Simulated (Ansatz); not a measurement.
Molecule: CH5O2Si (charge 0, doublet). It need not be the lowest isomer of its formula. 
Geometry from a B3LYP-D3(BJ)/def2-TZVP (Ansatz, a first-principles code) optimisation:
```
Si
O 1 1.6522
H 2 0.9615 1 117.29
O 1 1.6641 2 106.46 3 -45.49
H 4 0.9607 1 117.47 2 156.43
C 1 1.8762 2 105.10 3 -164.74
H 6 1.0906 1 111.13 2 179.36
H 6 1.0906 7 108.62 1 -121.87
H 6 1.0937 7 108.86 8 -118.31
```
Charge 0, spin multiplicity 2.

Property: atomisation energy (electronic, to ground-state atoms), in eV. Valence correlation only, unless marked. Open shells are spin-unrestricted. Spin-orbit coupling is left out. Non-relativistic. The coupled-cluster limit lacks core correlation, which all-electron functionals hold. Basis-set limits of correlation are two-point, X^-3; Hartree-Fock from the larger set.

| level | program | atomisation energy (eV) |
|---|---|---|
| HF/STO-3G | Ansatz | 26.86 |
| HF/def2-TZVPPD | Ansatz | 25.51 |
| HF/def2-QZVPPD | Ansatz | 25.57 |
| PBE-D4/def2-TZVPD | Ansatz + dftd4 | 35.76 |

Q: Predict the CCSD(T)/CBS(aug-cc-pV(T+d)Z,aug-cc-pV(Q+d)Z) result (Ansatz).

A: 35.39 eV, so PBE-D4/def2-TZVPD differs from it by 0.37 eV.
